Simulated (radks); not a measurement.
Problem. Species: Nb3+. Configuration: [Kr] 4d2. All-electron calculation, non-relativistic Kohn-Sham, PBE, spin-polarised, spherical densities, point nucleus; open shells are filled with parallel spins first (spin-orbit coupling, left out, can overturn this in heavy ions); relativity is left out, which matters for an element this heavy. Program: a radial shooting solver on a logarithmic mesh with Libxc functionals. Some entries of the table are withheld. Estimate them.

orbital  occ.  eigenvalue (Ry)  <r^2> (bohr^2)
1s down     1        -1351.704        0.001852
1s up       1        -1351.703        0.001852
2s up       1        -188.0255         0.03121
2s down     1        -188.0073         0.03121
2p up       3        -172.9434         0.02381
2p down     3        -172.9304         0.02381
3s up       1        -33.18170          0.2369
3s down     1        -33.17298          0.2369
3p up       3        -27.45143          0.2364
3p down     3        -27.44122          0.2364
3d up       5        -16.98393          0.2247
3d down     5        -16.96759          0.2246
4s up       1         -6.36766             (1)
4s down     1         -6.26009             (2)
4p up       3              (3)           1.879
4p down     3              (4)           1.866
4d up       2         -2.33289           3.347
4d down     0         -2.20643           3.378

Solution. 
(1) 4s up <r^2> (bohr^2): 1.561
(2) 4s down <r^2> (bohr^2): 1.548
(3) 4p up eigenvalue (Ry): -4.76504
(4) 4p down eigenvalue (Ry): -4.64803
